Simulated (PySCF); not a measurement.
**Orbital picture of LiTl⁺**

UHF at R = 3.325 Å; Li def2-SVPD, Tl def2-SVPD with ECP60; scalar-relativistic core potentials (PySCF 2.14). State: ²Σ⁺ (doublet), unpaired electrons σ ↑. Only the outer orbitals are listed, counted within each symmetry, core potentials removing the inner ones.

```csv
spin,orbital,occ.,ε (eV),on Li (%),main shells (%)
α,1δ,1,-27.86,0,100 Tl d
α,1δ,1,-27.86,0,100 Tl d
α,2π,1,-27.73,0,100 Tl d
α,2π,1,-27.73,0,100 Tl d
α,4σ,1,-27.72,0,100 Tl d
α,5σ,1,-17.53,2,97 Tl s
α,6σ,1,-10.56,31,"63 Tl p, 22 Li s, 10 Li p"
α,3π,0,-3.81,26,"72 Tl p, 26 Li p"
α,3π,0,-3.81,26,"72 Tl p, 26 Li p"
α,7σ,0,-3.63,89,"69 Li s, 20 Li p, 9 Tl p"
β,1δ,1,-27.86,0,100 Tl d
β,1δ,1,-27.86,0,100 Tl d
β,2π,1,-27.65,0,100 Tl d
β,2π,1,-27.65,0,100 Tl d
β,4σ,1,-27.58,0,100 Tl d
β,5σ,1,-16.39,0,100 Tl s
β,6σ,0,-3.94,78,"78 Li s, 23 Tl p"
β,3π,0,-3.43,21,"78 Tl p, 21 Li p"
β,3π,0,-3.43,21,"78 Tl p, 21 Li p"
```

Question: Which are the highest filled and the lowest empty level, where do they sit, and how wide is the gap?

Answer: Highest filled α 6σ at -10.56 eV (in %: 63 Tl p, 22 Li s, 10 Li p); lowest empty β 6σ at -3.94 eV (in %: 78 Li s, 23 Tl p); the gap at UHF is 6.62 eV.

| Item | Value |
| --- | --- |
| bond order (Mayer) | 0.44 |
| ⟨S²⟩ | 0.763 |
| charge on Li (Mulliken, basis-dependent) | 0.66 |
| charge on Li (Löwdin, basis-dependent) | 0.53 |
| dipole moment (positive dipole points towards Tl; it is taken about the centre of mass and depends on that origin) | -9.50 D |
| polarisability along the bond | 123.8 bohr³ |
| polarisability across the bond | 55.2 bohr³ |

Spin–orbit coupling is left out, which matters for elements this heavy, above all for dissociation energies. The state was picked by a PBE0 search and need not be the measured ground state.
